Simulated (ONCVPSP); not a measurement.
Transferability test, ONCV potential for sulfur (S)

ONCVPSP 4.0.1 input, shortened (lines: element, Z, core and valence counts, functional; n l f; lmax; l rc ep ncon nbas qcut; lloc lpopt rc5 dvloc0; l nproj debl; icmod fcfact rcfact), revPBE, scalar-relativistic:

```
  S 16.00    3    2  -102130      upf
    1    0    2.00
    2    0    2.00
    2    1    6.00
    3    0    2.00
    3    1    4.00
    1
    0    1.25    0.00    3    6    5.10
    1    1.50    0.00    4    7    5.30
    0    5    1.25    0.00
    0    0    3.30
    1    2    1.60
    3    2.25    1.50
```

Energies are relative to the spin-unpolarised reference configuration 3s2 3p4; without spin polarisation the order of configurations can differ from experiment.

Question: Give the all-electron excitation energy and the error of the potential for: 3s2 3p3; 3s2 3p2; 3s2 3p1; 3s1 3p5.

Answer:

| valence configuration | charge | ΔE all-electron (eV) | error AE − PS (meV) |
| --- | --- | --- | --- |
| 3s2 3p3 | +1 | 11.743 | +0.8 |
| 3s2 3p2 | +2 | 34.005 | +8.4 |
| 3s2 3p1 | +3 | 68.020 | +30 |
| 3s1 3p5 | 0 | 10.315 | -2.5 |

Levels in the configuration 3s2 3p1:

```tsv
level	all-electron (eV)	pseudo (eV)
3s	-52.220	-52.209
3p	-40.240	-40.208
```
